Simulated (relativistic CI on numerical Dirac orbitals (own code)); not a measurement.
Calculated at this level of theory: Dirac-Coulomb-Breit CI, separate exchange-only KLI orbitals for each configuration, model QED (radiative potential, 1s self-energy scaled to tabulated hydrogen-like ionisation energies), unscaled Slater integrals (own radial code, finite nucleus).

The strongest absorption lines from the ground level of an ion, among the configurations computed and to levels below about 967 eV (vacuum wavelength in Å, gf): 18.004 (0.76), 24.902 (0.022), 24.937 (0.018), 29.275 (0.91), 29.938 (1.2), 30.450 (0.29), 32.776 (0.0097), 42.534 (0.0095).

(1) Which ion is it?
A. At⁶⁴⁺
B. Re⁵⁶⁺
C. Re⁵⁴⁺
D. Tb⁴⁴⁺

Answers

(1) C. Re⁵⁴⁺ has 21 electrons and the ground level 3s2 3p6 3d3 4F_3/2; the strongest line goes to 3s2 3p5 3d4 4G°_5/2. The pattern of lines fixes the number of electrons, and along that sequence the line energies rise steadily with the charge (about as its square where n changes within one kind of shell, about linearly where n is kept but much faster in heavy ions where fine structure, which grows about as Z⁴, sets the gap, and irregularly where shells cross), which fixes Z. Configurations outside the model, such as inner-shell arrays, can give stronger lines. At this charge energies of transitions that change n are usually good to better than 1 %, and those within a shell (Δn = 0) to a few per cent.

LS names give the leading component of a level, which can be under half, so a name can repeat, a term be missing and a line seem to break the LS rules.
